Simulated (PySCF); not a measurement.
CH5BS. Atoms are numbered in the order given.

```xyz
8

B     -0.6066    -1.4541     0.0000
H     -0.1615    -2.5556     0.0000
H     -1.7744    -1.2315     0.0000
S      0.5702    -0.1513     0.0000
C     -0.4004     1.3951     0.0000
H     -0.1449     1.9717     0.8869
H     -0.1449     1.9717    -0.8869
H     -1.4626     1.1655     0.0000
```

The structure is a stationary point at B3LYP-D3(BJ)/def2-TZVP.

Method: B3LYP/def2-TZVPD run with PySCF.

Computed frontier levels, gap, dipole moment and polarisability:
```
Quantity                                                                                                       Result
---------------------------------------------------------------------------------------------  ----------------------
highest occupied level                                                                                       -7.62 eV
lowest empty level                                                                                           -1.30 eV
orbital gap                                                                                                   6.32 eV
dipole moment                                                                                                  1.71 D
quadrupole, principal values (traceless, Buckingham form, about the centre of nuclear charge)   -1.78, 0.15, 1.62 D·Å
mean static polarisability                                                                       51.4 bohr³ (7.62 Å³)
polarisability, principal values                                                               39.9, 49.2, 65.1 bohr³
```
